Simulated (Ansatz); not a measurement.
Reaction (hydrogenolysis of the Si–F bond): `B[Si](O)(F)[SiH3]` + H₂ → `B[SiH](O)[SiH3]` + H–F

Calculated with Ansatz (gas phase, PBE0-D4/def2-TZVP geometries, no zero-point term in ΔE). CCSD(T)/CBS is the MP2 limit (def2-TZVPP, def2-QZVPP) plus CCSD(T) − MP2 in def2-TZVPP, frozen cores. This one scheme is used for every species. DFT in def2-TZVPP. One conformer a species, not always the lowest.

```json
{"level": "PBE-D4", "ΔE (kJ/mol)": "111.9", "difference from CCSD(T)/CBS": "-7.2"}
{"level": "r2SCAN-D4", "ΔE (kJ/mol)": "124.2", "difference from CCSD(T)/CBS": "5.1"}
{"level": "ωB97X-V", "ΔE (kJ/mol)": "122.8", "difference from CCSD(T)/CBS": "3.7"}
{"level": "B2PLYP", "ΔE (kJ/mol)": "122.8", "difference from CCSD(T)/CBS": "3.7"}
{"level": "PBE", "ΔE (kJ/mol)": "110.4", "difference from CCSD(T)/CBS": "-8.7"}
{"level": "HF/def2-TZVPP", "ΔE (kJ/mol)": "123.8", "difference from CCSD(T)/CBS": "4.7"}
{"level": "MP2/def2-TZVPP", "ΔE (kJ/mol)": "121.3", "difference from CCSD(T)/CBS": "2.2"}
{"level": "SCS-MP2/def2-TZVPP", "ΔE (kJ/mol)": "122.4", "difference from CCSD(T)/CBS": "3.3"}
{"level": "CCSD(T)/def2-TZVPP", "ΔE (kJ/mol)": "117.6", "difference from CCSD(T)/CBS": "-1.5"}
{"level": "HF/CBS(def2)", "ΔE (kJ/mol)": "125.8", "difference from CCSD(T)/CBS": "6.7"}
{"level": "CCSD(T)/CBS", "ΔE (kJ/mol)": "119.1", "difference from CCSD(T)/CBS": "0"}
```

Largest T1 diagnostic among the species: 0.014.
